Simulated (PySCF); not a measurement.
C2H7ClSi3, SMILES Cl[Si@@H]1C=C[SiH2][SiH2]1. Atoms are numbered in the order given.

```xyz
13

Cl     2.3938     0.4428    -1.0313
Si     1.0505    -0.0047     0.5130
C      0.2488    -1.6702     0.1614
C     -1.0794    -1.8030    -0.0455
Si    -2.2902    -0.3449    -0.0048
Si    -0.8196     1.4215     0.5056
H      1.8480    -0.0514     1.7703
H      0.8872    -2.5640     0.1098
H     -1.4773    -2.8076    -0.2522
H     -2.9849    -0.2126    -1.3201
H     -3.3320    -0.5714     1.0414
H     -0.7320     2.4753    -0.5431
H     -1.0883     2.0367     1.8377
```

Geometry optimised at B3LYP-D3(BJ)/def2-SVP. The structure was generated by enumeration; whether it is a known compound was not checked.

Two levels are set side by side: PBE/pcSseg-1 (PySCF) and HF/pcSseg-1 (PySCF). GIAO shifts against HCl (³⁵Cl), TMS (²⁹Si), TMS (¹H), TMS (¹³C) at the same level; non-relativistic, no solvent, atoms listed together averaged. Without spin–orbit terms, shifts of atoms bonded to Cl or Br come out too high at both levels. Differences are taken from unrounded values.

```csv
quantity,PBE
δ(³⁵Cl) of Cl1 (ppm),0.3
δ(²⁹Si) of Si2 (ppm),16.1
δ(¹³C) of C3 (ppm),163.8
δ(¹³C) of C4 (ppm),160.2
δ(²⁹Si) of Si5 (ppm),-61.5
δ(²⁹Si) of Si6 (ppm),-128.0
δ(¹H) of H7 (ppm),6.30
δ(¹H) of H8 (ppm),7.86
δ(¹H) of H9 (ppm),7.82
"δ(¹H) of H12, H13 (ppm)",3.53
```

### Question
These are the PBE values. What does HF give? (An estimate is asked for; the answer gives what the named calculation found.)

### Answer

```json
[
 {"quantity": "δ(³⁵Cl) of Cl1 (ppm)", "HF": "-58.8", "PBE minus HF": "59.1"},
 {"quantity": "δ(²⁹Si) of Si2 (ppm)", "HF": "3.5", "PBE minus HF": "12.7"},
 {"quantity": "δ(¹³C) of C3 (ppm)", "HF": "163.6", "PBE minus HF": "0.3"},
 {"quantity": "δ(¹³C) of C4 (ppm)", "HF": "162.9", "PBE minus HF": "-2.8"},
 {"quantity": "δ(²⁹Si) of Si5 (ppm)", "HF": "-58.2", "PBE minus HF": "-3.3"},
 {"quantity": "δ(²⁹Si) of Si6 (ppm)", "HF": "-107.4", "PBE minus HF": "-20.6"},
 {"quantity": "δ(¹H) of H7 (ppm)", "HF": "5.41", "PBE minus HF": "0.89"},
 {"quantity": "δ(¹H) of H8 (ppm)", "HF": "7.66", "PBE minus HF": "0.20"},
 {"quantity": "δ(¹H) of H9 (ppm)", "HF": "7.74", "PBE minus HF": "0.08"},
 {"quantity": "δ(¹H) of H12, H13 (ppm)", "HF": "3.36", "PBE minus HF": "0.17"}
]
```

Rough cost on one machine, each run with all the roots and properties that it gave: HF against PBE within a factor of 2.
